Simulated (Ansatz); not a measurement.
Program: Ansatz. Geometries: PBE0-D4/def2-TZVP. ΔE: electronic, gas phase. CCSD(T)/CBS adds triple-zeta CCSD(T) − MP2 to the extrapolated MP2 energy (def2 sets, frozen cores). For Ge outer-core shells are correlated without core-valence functions, which leaves a few kJ/mol of doubt a bond. Scalar relativity is left out up to krypton.

Consider the germylene formation by 1,1-elimination: `[F][GeH]([Cl])[GeH3]` → `[Cl][GeH3]` + `[F][GeH]`.

```tsv
species	CCSD/CBS(def2) energy (Eh)
`[F][GeH]([Cl])[GeH3]`	-4714.24379
`[Cl][GeH3]`	-2537.70190
`[F][GeH]`	-2176.48439
```

(1) Work out ΔE.

Largest T1 diagnostic among the species: 0.014.

Answers

(1) ΔE = (-2537.70190) + (-2176.48439) − (-4714.24379) = 0.05750 Eh = +1.56 eV. CCSD(T)/CBS gives +1.60 eV.

From PBE to PBE0 (25 % exact exchange), in def2-TZVPP and without D4, ΔE moves by +0.13 eV. In def2-TZVPP, CCSD(T) changes the Hartree–Fock value by +0.33 eV (the triples alone add +0.04 eV) and MP2 by +0.46 eV. The D4 term adds +0.14 eV with B3LYP and +0.07 eV with PBE0; it sums over pairs of atoms, weighted by their polarisabilities, and B3LYP, whose exchange is more repulsive, gets the larger term.

B3LYP here is the variant with VWN-RPA as its local correlation; programs differ in this.
